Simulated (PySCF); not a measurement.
C₅H₁₅P₂ (charge +1).
SMILES with atom numbers: `[CH3:1][CH2:2][P+:3]([CH3:4])([CH3:5])[CH2:6][PH2:7]` (hydrogens: H8, H9, H10 on C1; H11, H12 on C2; H13, H14, H15 on C4; H16, H17, H18 on C5; H19, H20 on C6; H21, H22 on P7)

The same species was optimised twice, with GFN2-xTB and with PBE0-D3(BJ)/def2-SVP (PySCF), and the same property calculations (PySCF, gas phase) were run on both structures.

| coordinate | GFN2-xTB | PBE0-D3(BJ)/def2-SVP | change |
| --- | --- | --- | --- |
| C2–P3 (Å) | 1.824 | 1.812 | -0.012 |
| P3–C6 (Å) | 1.818 | 1.806 | -0.012 |
| C6–P7 (Å) | 1.900 | 1.889 | -0.011 |
| P3–C4 (Å) | 1.805 | 1.798 | -0.007 |
| P3–C5 (Å) | 1.807 | 1.800 | -0.007 |
| C1–C2 (Å) | 1.526 | 1.523 | -0.003 |
| P3–C6–P7 (°) | 108.6 | 112.1 | +3.5 |
| C1–C2–P3 (°) | 112.8 | 114.8 | +2.0 |
| C2–P3–C5 (°) | 110.4 | 109.9 | -0.5 |
| C4–P3–C5 (°) | 108.6 | 109.0 | +0.4 |
| C4–P3–C6 (°) | 108.8 | 109.1 | +0.3 |
| C2–P3–C4 (°) | 108.8 | 109.1 | +0.3 |
| C5–P3–C6 (°) | 109.6 | 109.3 | -0.3 |
| C2–P3–C6 (°) | 110.5 | 110.3 | -0.2 |
| C1–C2–P3–C4 (°) | -172 | -177 | -5 |
| C2–P3–C6–P7 (°) | -178 | -178 | 0 |

Rotational constants: A = 2489, B = 1049, C = 959.4 MHz (GFN2-xTB) against A = 2428, B = 1049, C = 949.3 MHz (PBE0-D3(BJ)/def2-SVP). Point groups within 0.08 Å: C1 and C1.

On the GFN2-xTB structure: HOMO (eV) -11.61 [PBE0/pcSseg-1]; LUMO (eV) -3.75 [PBE0/pcSseg-1]; GIAO shielding of C1 (ppm) 179.8 [PBE0/pcSseg-1]; GIAO shielding of C2 (ppm) 162.0 [PBE0/pcSseg-1]; GIAO shielding of P3 (ppm) 297.5 [PBE0/pcSseg-1]; GIAO shielding of C4/C5 (mean) (ppm) 179.3 [PBE0/pcSseg-1]; GIAO shielding of C6 (ppm) 177.0 [PBE0/pcSseg-1]; GIAO shielding of P7 (ppm) 517.7 [PBE0/pcSseg-1].

Task: What do these properties become on the PBE0-D3(BJ)/def2-SVP structure?

Result: 
| property | level | on GFN2-xTB | on PBE0-D3(BJ)/def2-SVP | change |
| --- | --- | --- | --- | --- |
| HOMO (eV) | PBE0/pcSseg-1 | -11.61 | -11.46 | +0.15 |
| LUMO (eV) | PBE0/pcSseg-1 | -3.75 | -3.74 | +0.01 |
| energy, GFN2-xTB geometry as zero (kcal/mol) | PBE0/pcSseg-1 | 0.0 | -1.4 | -1.4 |
| GIAO shielding of C1 (ppm) | PBE0/pcSseg-1 | 179.8 | 178.6 | -1.2 |
| GIAO shielding of C2 (ppm) | PBE0/pcSseg-1 | 162.0 | 161.9 | -0.1 |
| GIAO shielding of P3 (ppm) | PBE0/pcSseg-1 | 297.5 | 300.4 | +2.9 |
| GIAO shielding of C4/C5 (mean) (ppm) | PBE0/pcSseg-1 | 179.3 | 178.1 | -1.2 |
| GIAO shielding of C6 (ppm) | PBE0/pcSseg-1 | 177.0 | 177.1 | +0.1 |
| GIAO shielding of P7 (ppm) | PBE0/pcSseg-1 | 517.7 | 499.4 | -18.3 |

The heavy atoms differ by 0.052 Å rms after alignment. Among bonds between heavy atoms C2–P3, P3–C6 and C6–P7 change most and about equally (-0.012 to -0.011 Å). Changes are differences of the printed values. Neither structure is proved a minimum here. One conformer (not necessarily the lowest) at the PBE0-D3(BJ)/def2-SVP geometry, without solvent, vibrations or thermal averaging.

Shape of the structure used: `[CH3:1][CH2:2][P+:3]([CH3:4])([CH3:5])[CH2:6][PH2:7]`: C1–C2–P3–C4 -177°, C2–P3–C6–P7 -178°, H–P7–C6–P3 -172°, H–P7–C6–P3 93°.
